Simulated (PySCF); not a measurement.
# How methods differ on the excitation energy of Ti⁺

Ti⁺ [Ar] 3d2 4s1 (4F) → Ti⁺ [Ar] 3d1 4s2 (2D), as a difference of total energies. Computed with PySCF 2.14 in x2c-QZVPPall (11s7p5d3f2g, 96 functions), with scalar relativity by spin-free X2C-1e. Correlated levels: valence and next inner shell: [Ne] frozen. The calculations carry no spin-orbit coupling.

```csv
method,excitation energy (eV),error (eV)
UHF,3.827,+0.743
MP2 (valence and next inner shell),3.178,+0.094
SCS-MP2 (valence and next inner shell),2.979,-0.105
CCSD (valence and next inner shell),3.090,+0.006
CCSD(T) (valence and next inner shell),2.941,-0.143
```

Reference: 3.084 eV (measured; NIST levels, between the centres of gravity of the two terms).

Errors of the correlated levels include the incompleteness of this basis and the frozen core.
